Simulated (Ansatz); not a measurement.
Ansatz (a quantum-chemistry and plane-wave program) input (B3LYP-D3(BJ)/def2-TZVP):

Ansatz 0.2 input:
```yaml
crystal:
  periodic: [false, false, false]
  atoms:
    - {symbol: C, position_ang: [-2.62460035, -0.36938957, 0.38417790]}
    - {symbol: C, position_ang: [-1.46248806, 0.10921002, -0.38074610]}
    - {symbol: C, position_ang: [-0.13133860, -0.21730781, 0.30042459]}
    - {symbol: C, position_ang: [1.07255626, 0.29473985, -0.47804061]}
    - {symbol: C, position_ang: [2.39206338, -0.12449455, 0.14569672]}
    - {symbol: Cl, position_ang: [1.01731029, 2.09203123, -0.54309116]}
    - {symbol: H, position_ang: [-3.57433425, -0.49576387, -0.09608381]}
    - {symbol: H, position_ang: [-2.56744596, -0.48466578, 1.44825289]}
    - {symbol: H, position_ang: [-1.51668480, 1.20320013, -0.51075088]}
    - {symbol: H, position_ang: [-1.47923596, -0.31249632, -1.39223360]}
    - {symbol: H, position_ang: [-0.03498269, -1.30139691, 0.39760759]}
    - {symbol: H, position_ang: [-0.12226897, 0.21374596, 1.30328185]}
    - {symbol: H, position_ang: [1.02024316, -0.03265380, -1.52024613]}
    - {symbol: H, position_ang: [3.22879303, 0.29325421, -0.40888031]}
    - {symbol: H, position_ang: [2.45159461, 0.21972389, 1.17565871]}
    - {symbol: H, position_ang: [2.47348830, -1.20955214, 0.13361906]}
basis:
  gaussian:
    orbitals: def2-TZVP
hamiltonian:
  xc: b3lyp
  dispersion: d3bj
magnetization: {spin_polarized: true, initial_magnetization: 1}
relax: {f_tol: 0.002, max_steps: 150}
```

Output:

```
Functional definition: B3LYP
integrals: 0.21 GiB planned
1603 factors; their error is unknown
0.34 GiB of the device are held for the grids
1.61 GiB of device memory are held for the factors and their scratch space
mean field: 1.79 GiB planned
mean field evaluation 1: about -17857.9856 eV, gradient 5.5e1 eV
mean field evaluation 2: about -17846.7028 eV, gradient 7.1e1 eV
mean field evaluation 4: about -17872.4538 eV, gradient 5.0e0 eV
mean field evaluation 8: about -17872.5609 eV, gradient 8.9e-2 eV
mean field evaluation 16: about -17872.5506 eV, gradient 5.4e-4 eV
mean field -17872.55063762 eV, -656.8041214826 hartree, gradient 6.0e-5 eV, S^2 0.753885; 0 other end points of the search recorded, 0 dependent functions left out
the calculation of the forces begins
reference -17872.55095271 eV, -656.8041330618 hartree; 29, 28 occupied and 223, 224 virtual orbitals, 1603 factors
relax step   1: F+E_penalty+E_count = -17873.18855567 eV  Δ(F+E_penalty+E_count) = +0.000e0 eV  max|allowed force component| = 5.182e-1 eV/Å  Δτ_max = 0.0000 Å  (31 SCF iters, accepted)
these checks for a lower state are left out or cut short: starts, cluster_reference, orbital_swaps, neighbouring_geometries, increment
integrals: 0.21 GiB planned
1603 factors; their error is unknown
0.33 GiB of the device are held for the grids
1.61 GiB of device memory are held for the factors and their scratch space
mean field: 1.78 GiB planned
mean field -17872.57819062 eV, -656.8051340366 hartree, gradient 1.6e-5 eV, S^2 0.753932; 0 other end points of the search recorded, 0 dependent functions left out
the calculation of the forces begins
reference -17872.57850777 eV, -656.8051456918 hartree; 29, 28 occupied and 223, 224 virtual orbitals, 1603 factors
relax step   2: F+E_penalty+E_count = -17873.20923459 eV  Δ(F+E_penalty+E_count) = -2.068e-2 eV  max|allowed force component| = 3.911e-1 eV/Å  Δτ_max = 0.0693 Å  (33 SCF iters, accepted)
these checks for a lower state are left out or cut short: starts, cluster_reference, orbital_swaps, neighbouring_geometries, increment
integrals: 0.21 GiB planned
1603 factors; their error is unknown
0.33 GiB of the device are held for the grids
1.61 GiB of device memory are held for the factors and their scratch space
mean field: 1.78 GiB planned
mean field evaluation 32: about -17872.5819 eV, gradient 1.4e-5 eV
mean field -17872.58185624 eV, -656.8052687458 hartree, gradient 1.4e-5 eV, S^2 0.753947; 0 other end points of the search recorded, 0 dependent functions left out
the calculation of the forces begins
reference -17872.58217324 eV, -656.8052803951 hartree; 29, 28 occupied and 223, 224 virtual orbitals, 1603 factors
relax step   3: F+E_penalty+E_count = -17873.21348332 eV  Δ(F+E_penalty+E_count) = -4.249e-3 eV  max|allowed force component| = 2.415e-1 eV/Å  Δτ_max = 0.0125 Å  (35 SCF iters, accepted)
these checks for a lower state are left out or cut short: starts, cluster_reference, orbital_swaps, neighbouring_geometries, increment
integrals: 0.21 GiB planned
1603 factors; their error is unknown
0.33 GiB of the device are held for the grids
1.61 GiB of device memory are held for the factors and their scratch space
mean field: 1.78 GiB planned
mean field -17872.58299679 eV, -656.8053106603 hartree, gradient 1.5e-5 eV, S^2 0.753949; 0 other end points of the search recorded, 0 dependent functions left out
the calculation of the forces begins
reference -17872.58331368 eV, -656.8053223056 hartree; 29, 28 occupied and 223, 224 virtual orbitals, 1603 factors
relax step   4: F+E_penalty+E_count = -17873.21474525 eV  Δ(F+E_penalty+E_count) = -1.262e-3 eV  max|allowed force component| = 6.021e-2 eV/Å  Δτ_max = 0.0064 Å  (35 SCF iters, accepted)
these checks for a lower state are left out or cut short: starts, cluster_reference, orbital_swaps, neighbouring_geometries, increment
integrals: 0.21 GiB planned
1603 factors; their error is unknown
0.33 GiB of the device are held for the grids
1.61 GiB of device memory are held for the factors and their scratch space
mean field: 1.78 GiB planned
mean field -17872.58317605 eV, -656.8053172479 hartree, gradient 1.5e-5 eV, S^2 0.753945; 0 other end points of the search recorded, 0 dependent functions left out
the calculation of the forces begins
reference -17872.58349288 eV, -656.8053288911 hartree; 29, 28 occupied and 223, 224 virtual orbitals, 1603 factors
relax step   5: F+E_penalty+E_count = -17873.21488384 eV  Δ(F+E_penalty+E_count) = -1.386e-4 eV  max|allowed force component| = 7.195e-3 eV/Å  Δτ_max = 0.0027 Å  (35 SCF iters, accepted)
these checks for a lower state are left out or cut short: starts, cluster_reference, orbital_swaps, neighbouring_geometries, increment
integrals: 0.21 GiB planned
1603 factors; their error is unknown
0.33 GiB of the device are held for the grids
1.61 GiB of device memory are held for the factors and their scratch space
mean field: 1.78 GiB planned
mean field -17872.58319261 eV, -656.8053178564 hartree, gradient 1.5e-5 eV, S^2 0.753946; 0 other end points of the search recorded, 0 dependent functions left out
the calculation of the forces begins
reference -17872.58350949 eV, -656.8053295015 hartree; 29, 28 occupied and 223, 224 virtual orbitals, 1603 factors
relax step   6: F+E_penalty+E_count = -17873.21489646 eV  Δ(F+E_penalty+E_count) = -1.262e-5 eV  max|allowed force component| = 1.630e-3 eV/Å  Δτ_max = 0.0026 Å  (35 SCF iters, accepted)
integrals: 0.21 GiB planned
1603 factors; their error is unknown
0.33 GiB of the device are held for the grids
1.61 GiB of device memory are held for the factors and their scratch space
mean field: 1.78 GiB planned
mean field evaluation 64: about -17872.4886 eV, gradient 4.9e0 eV
mean field -17872.58319261 eV, -656.8053178564 hartree, gradient 1.5e-5 eV, S^2 0.753946; 1 other end points of the search recorded, 0 dependent functions left out
the calculation of the forces begins
reference -17872.58350949 eV, -656.8053295015 hartree; 29, 28 occupied and 223, 224 virtual orbitals, 1603 factors
Total energy: -17873.21521334 eV, -656.8285441898 hartree
Atom 0 at    -2.637597    -0.394846     0.387730 Å, force     0.000921    -0.001297     0.001121 eV/Å
Atom 1 at    -1.473523     0.110741    -0.380904 Å, force    -0.000944    -0.000272    -0.001370 eV/Å
Atom 2 at    -0.132662    -0.193759     0.286140 Å, force     0.001630     0.000282     0.000132 eV/Å
Atom 3 at     1.085546     0.305977    -0.471591 Å, force    -0.000328    -0.000121     0.001299 eV/Å
Atom 4 at     2.397271    -0.133906     0.147692 Å, force     0.000173    -0.000383     0.000147 eV/Å
Atom 5 at     1.061320     2.134183    -0.560108 Å, force     0.000407    -0.000075     0.000084 eV/Å
Atom 6 at    -3.597822    -0.535364    -0.088323 Å, force    -0.001508    -0.000144    -0.000429 eV/Å
Atom 7 at    -2.589051    -0.491795     1.464473 Å, force     0.000133     0.000513    -0.001280 eV/Å
Atom 8 at    -1.553388     1.199352    -0.518480 Å, force     0.000289     0.000200     0.000561 eV/Å
Atom 9 at    -1.483572    -0.305291    -1.395448 Å, force     0.000400     0.000668     0.000604 eV/Å
Atom 10 at    -0.022894    -1.278551     0.390560 Å, force    -0.000397     0.000695     0.000003 eV/Å
Atom 11 at    -0.116730     0.222393     1.297367 Å, force     0.000522    -0.000008     0.000945 eV/Å
Atom 12 at     1.033527    -0.004908    -1.514766 Å, force    -0.000068    -0.000746    -0.000780 eV/Å
Atom 13 at     3.246967     0.254638    -0.411786 Å, force    -0.000201    -0.000179    -0.000298 eV/Å
Atom 14 at     2.473496     0.214827     1.178340 Å, force    -0.001012     0.000333    -0.000652 eV/Å
Atom 15 at     2.451784    -1.225504     0.147750 Å, force    -0.000018     0.000534    -0.000090 eV/Å
Dipole moment:     0.037557    -0.393873     0.014418 e Å
```

It need not be the lowest isomer of its formula.
